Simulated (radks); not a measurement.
All-electron atom: the lanthanum ion La2+ in [Xe] 5d1 (the NIST ground configuration). Calculated with a radial shooting solver on a logarithmic mesh with Libxc functionals: Dirac Kohn-Sham, PBE, spin-unpolarised, spherical densities, point nucleus; open shells fill j = l - 1/2 first.

Radial electron density D(r) = 4 pi r^2 rho(r):

| r (bohr) | D(r) (e/bohr) |
|---|---|
| 0.002115 | 8.999 |
| 0.002821 | 14.02 |
| 0.003793 | 21.49 |
| 0.005058 | 31.41 |
| 0.006801 | 44.14 |
| 0.009071 | 57.68 |
| 0.01219 | 69.76 |
| 0.01627 | 75.86 |
| 0.02187 | 74.05 |
| 0.02917 | 68.09 |
| 0.03921 | 68.15 |
| 0.0523 | 81.10 |
| 0.07032 | 96.41 |
| 0.09379 | 92.32 |
| 0.1261 | 74.37 |
| 0.1682 | 74.96 |
| 0.2261 | 83.86 |
| 0.3016 | 60.45 |
| 0.4055 | 31.36 |
| 0.5408 | 33.07 |
| 0.7271 | 30.40 |
| 0.9697 | 15.31 |
| 1.304 | 8.625 |
| 1.739 | 6.502 |
| 2.338 | 2.955 |
| 3.118 | 0.7595 |
| 4.192 | 0.1249 |
| 5.592 | 0.01479 |
| 7.518 | 0.0007153 |

D(r) has 4 maxima, at r = 0.0176, 0.0774, 0.219, 0.610 bohr, and minima at 0.0342, 0.144, 0.446 bohr, inside which lie 2.03, 11.21, 28.93 electrons.
